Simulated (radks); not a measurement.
The numbers below are computed, except where a source is named.
Species: Ni16+. Configuration: [Ne] 3s2.

Level of theory: Dirac Kohn-Sham, PBE, spin-unpolarised, spherical densities, point nucleus (a radial shooting solver on a logarithmic mesh with Libxc functionals).

Energy parts (eV):
total: -37919.847
kinetic: 38599.439
electron-nucleus: -83445.455
Hartree: 8197.254
exchange-correlation: -1271.085

Orbitals (lengths in bohr, moments of r in powers of bohr; r(90%) holds 90 % of the orbital's charge):
orbital,occ.,eigenvalue (eV),<r>,r(90%)
1s1/2,2,-8781.952,0.05407,0.0966
2s1/2,2,-1527.015,0.2415,0.373
2p1/2,2,-1406.671,0.2097,0.342
2p3/2,4,-1388.676,0.2127,0.347
3s1/2,2,-554.1937,0.6168,0.896

The highest occupied level is 3s1/2 at -554.19 eV. For comparison, the ionisation energy in NIST's Atomic Spectra Database is 571.1 eV (semi-empirical). In exact Kohn-Sham theory the highest level is minus the ionisation energy, but local and semilocal functionals leave it too shallow, through self-interaction and a potential that decays too fast; potentials with the right tail come closer.
